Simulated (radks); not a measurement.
Results of a calculation; reference values are marked as such.
Dipole-allowed excitations along the series with 36 electrons in [Kr]. Level of theory: scalar-relativistic Kohn-Sham, LB94 model potential, spin-polarised, spherical densities, finite nucleus; Fermi nuclear charge, rms radius of each element as measured or else 0.836 A^(1/3) + 0.57 fm (a radial shooting solver on a logarithmic mesh with Libxc functionals). Time-dependent linear response with the Hartree and adiabatic LDA kernel, continuum included through the Sternheimer equations, no spin-orbit coupling, so fine structure and intercombination lines are absent. Lines are the poles of the dipole polarisability below minus the highest occupied eigenvalue, found on a grid refined at the orbital gaps; the lowest seven at most are given, and weak or close lines can be missed. The first line takes the name of the lowest orbital gap if no other gap lies below it; otherwise a line is named after a gap within 0.6 % of it, if that gap stands alone.

species  -e(HOMO) (eV)  lowest orbital gap (eV)  first line (eV)     f  static alpha (bohr^3)
Te16+           466.11             4p-4d 81.729   101.55 (4p-4d)  4.30                 0.3503
I17+            510.13             4p-4d 85.999   106.64 (4p-4d)  4.20                 0.3103
Xe18+           555.97             4p-4d 90.319   111.77 (4p-4d)  4.10                 0.2761
Cs19+           603.63             4p-4d 94.695   116.94 (4p-4d)  4.02                 0.2467
Ba20+           653.11             4p-4d 99.131   122.18 (4p-4d)  3.93                 0.2213
La21+           704.41             4p-4d 103.63   127.47 (4p-4d)  3.86                 0.1993
